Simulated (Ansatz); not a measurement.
Z-matrix (Å, degrees):
```
Sn
Se 1 2.523
Se 1 2.527 2 112.7
Se 1 2.525 2 107.4 3 -115.5
H 1 1.707 2 106.7 3 122.4
H 2 1.469 1 91.0 3 47.6
H 3 1.470 1 91.8 2 76.1
H 4 1.471 1 91.5 2 170.5
```

Total charge 0; spin multiplicity 1. Sn: def2 effective core potential.

(1) List the PBE/def2-TZVPP orbital energies in eV (Ansatz). (An estimate is asked.)

Answers

(1) Ansatz gave: Occupied: -12302.51, -12302.50, -12302.50, -1562.49, -1562.48, -1562.48, -1403.27, -1403.26, -1403.26, -1403.25, -1403.24, -1403.24, -1403.18, -1403.17, -1403.17, -205.47, -205.46, -205.46, -150.80, -150.80, -150.79, -150.74, -150.73, -150.73, -150.53, -150.51, -150.51, -134.12, -90.06, -90.06, -89.99, -53.92, -53.92, -53.91, -53.91, -53.90, -53.90, -53.74, -53.73, -53.73, -53.69, -53.68, -53.68, -53.66, -53.65, -53.64, -26.51, -26.50, -26.47, -26.40, -26.39, -17.94, -17.38, -17.35, -12.51, -10.01, -9.81, -9.52, -8.23, -7.80, -7.68, -6.23, -6.08, -5.99. Lowest empty: -2.62, -1.20, -1.18, -0.88, -0.71, -0.50, 0.26, 1.69.
